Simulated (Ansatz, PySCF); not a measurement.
Caution: the highest occupied level lies above zero, so the state may not be bound. Caution: the restricted solution is unstable towards spin-unrestricted or complex orbitals, so a lower solution exists and this singlet may not be the ground state. This singlet is an excited state, 0.26 eV above the relaxed triplet at the level frozen-core CCSD(T)/aug-cc-pVTZ // PBE0-D3(BJ)/def2-TZVPD (Ansatz, a first-principles code).

Cartesian coordinates (Å):
SMILES: [BH-][SiH3]
```xyz
6

B      1.4551     0.5723    -0.4143
Si    -0.4320     0.0491     0.0831
H      2.2371    -0.2542     0.0537
H     -0.9452    -0.8182     1.2451
H     -1.4161     1.1910     0.1552
H     -0.8989    -0.7399    -1.1228
```
Charge -1, spin multiplicity 1.

Question: Give the total energy and HOMO at the level PBE0-D3(BJ)/def2-TZVPD in PySCF.

Answer: 
```
Item                 Value
------------  ------------
total energy  -316.5003 Ha
HOMO               0.64 eV
```
